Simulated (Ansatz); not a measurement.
The same path of CH₇MgNO (11 atoms, charge 0, multiplicity 1) was run twice with different band settings.

Level of theory: Ansatz, RKS CAM-B3LYP/def2-SVP.

Relaxed end points:

```xyz
11
Properties=species:S:1:pos:R:3
Mg -0.478 -0.110 0.037
N 0.898 1.526 -0.430
C 0.170 -2.032 0.575
H 0.086 2.133 -0.605
O -1.779 1.142 -0.322
H 1.470 1.496 -1.274
H 1.467 1.947 0.305
H 1.184 -2.031 1.013
H -0.490 -2.511 1.318
H 0.208 -2.720 -0.289
H -2.737 1.161 -0.329
```

```xyz
11
Properties=species:S:1:pos:R:3
Mg -0.481 -0.125 -0.019
N 0.891 1.552 -0.321
C 0.174 -2.035 0.553
H 0.090 2.152 -0.558
O -1.777 1.103 -0.469
H 1.540 1.550 -1.108
H 1.382 1.964 0.473
H 1.261 -2.170 0.415
H -0.032 -2.249 1.617
H -0.316 -2.840 -0.021
H -2.731 1.098 -0.562
```

Common settings: movable images 5; climbing image yes; spring 5.0 eV/Å²; optimiser quadratic models (default); start path through a guess of the saddle point; iteration limit 60; end points relaxed.

| run | force threshold |
| --- | --- |
| 1 | 0.05 eV/Å |
| 2 | 0.2 eV/Å |

(1) What does each run give, and how far can it be trusted?

## Answers

(1) Run 1: converged after 24 iterations, highest image 0.000 eV above the first end. The top lies less than 8 meV above the higher end, about what the thresholds resolve: the motion is nearly free. A vibrational analysis at the climbing image gives one clearly imaginary mode, 72i cm⁻¹: a first-order saddle point.
Run 2: converged after 12 iterations, highest image 0.006 eV above the first end. The threshold of 0.2 eV/Å is loose, so the images may lie well off the minimum-energy path. The top lies less than 8 meV above the higher end, about what the thresholds resolve: the motion is nearly free. The order of the stationary point at the top wasn't checked.
